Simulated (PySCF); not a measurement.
C₄H₄Se, SMILES c1cc[se]c1, point group C2v.

Level: B3LYP/pcSseg-1 in PySCF (density fitting, grid level 2); geometry and Hessian at that level, cubic constants and property derivatives from steps of ±0.6 along each species' dimensionless normal coordinates, second-order vibrational perturbation theory. The parent has the commonest isotopes.

Equilibrium geometry (Å):

```
atom        x        y        z
  C1   0.7207  -0.6735  -0.1398
  C2  -0.7021  -0.6915   0.0235
  C3  -1.2774   0.5333   0.1732
 Se4  -0.0031   1.9048   0.1192
  C5   1.2841   0.5657  -0.1207
  H6   1.3078  -1.5785  -0.2691
  H7  -1.2803  -1.6113   0.0280
  H8  -2.3275   0.7579   0.3098
  H9   2.3320   0.8169  -0.2249
```

(1) Give the equilibrium and ground-state rotational constants (MHz) of parent; ¹³C at 3.

(2) How is the parent's vibrational correction B0 − Be made up?

(3) And its quartic centrifugal distortion constants from the harmonic force field?

Results:

(1) 
| species | Ae | Be | Ce | A0 | B0 | C0 | Δ0 (u Å²) | harmonic ZPE (cm⁻¹) |
| --- | --- | --- | --- | --- | --- | --- | --- | --- |
| parent | 7576.2 | 3351.4 | 2323.6 | 7519.3 | 3334.6 | 2309.1 | 0.095 | 14310 |
| ¹³C at 3 | 7393.4 | 3344.1 | 2302.6 | 7338.2 | 3327.5 | 2288.4 | 0.096 | 14267 |

Δ0 = Ic − Ia − Ib from the ground-state constants.

(2) 
```csv
axis,harmonic,Coriolis,cubic,total (MHz)
a,9.18,-4.62,-61.4,-56.8
b,3.27,-0.815,-19.3,-16.8
c,0.843,-0.24,-15,-14.4
```

(3) Asymmetric top, A reduction, Ir representation: ΔJ = 0.411 kHz, ΔJK = 0.0271 kHz, ΔK = 2.33 kHz, δJ = 0.128 kHz, δK = 0.751 kHz.
